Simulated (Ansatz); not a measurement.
`[CH3][In]([OH])[F]` + HCl → `[CH3][In]([F])[Cl]` + H₂O  (ligand exchange at the In–O bond)

Isolated molecules relaxed with PBE0-D4/def2-TZVP in Ansatz; ΔE leaves out vibrations. CBS: MP2 limit from def2 TZ/QZ plus the TZ coupled-cluster correction, frozen cores. This one scheme is used for every species. Functionals use def2-TZVPP. def2 core potentials past Kr. For In outer-core shells are correlated without core-valence functions, which leaves a few kJ/mol of doubt a bond. Each species was taken in one conformer, which may not be the lowest.

Problem. Is it downhill or uphill in electronic energy at CCSD(T)/CBS, and by how much? (Estimate.)

Solution. Computed: Downhill: ΔE = -92.2 kJ/mol.

Problem. What do these levels give: revPBE-D4, ωB97X-V, r2SCANh, MP2/def2-SVP, SCS-MP2/def2-TZVPP, MP2/CBS(def2)? (Estimate.)

Solution. The calculation gave: revPBE-D4 -89.2, ωB97X-V -93.3, r2SCANh -96.8, MP2/def2-SVP -92.2, SCS-MP2/def2-TZVPP -89.9, MP2/CBS(def2) -93.4 kJ/mol.

Problem. What do rigid-rotor, harmonic-oscillator terms from PBE0-D4/def2-TZVP frequencies (298.15 K, 1 bar) make of the CCSD(T)/CBS value? (An estimate is asked.)

Solution. Computed: ΔZPE = +7.2 kJ/mol, ΔH = -84.4 kJ/mol, ΔS = 4 J/(mol·K), ΔG = -85.5 kJ/mol. Modes under 50 cm⁻¹ make the entropy rough.

Largest T1 diagnostic among the species: 0.016.

From PBE to PBE0 (25 % exact exchange), in def2-TZVPP and without D4, ΔE moves by −9.2 kJ/mol. Leaving LDA and LC-ωPBE aside and taking each functional with its dispersion term where it has one, the values, not all of them listed here, spread over 17.4 kJ/mol, from BHLYP-D4 to BLYP-D4. In def2-TZVPP, CCSD(T) changes the Hartree–Fock value by +21.2 kJ/mol (the triples alone add +2.5 kJ/mol) and MP2 by +19.9 kJ/mol.
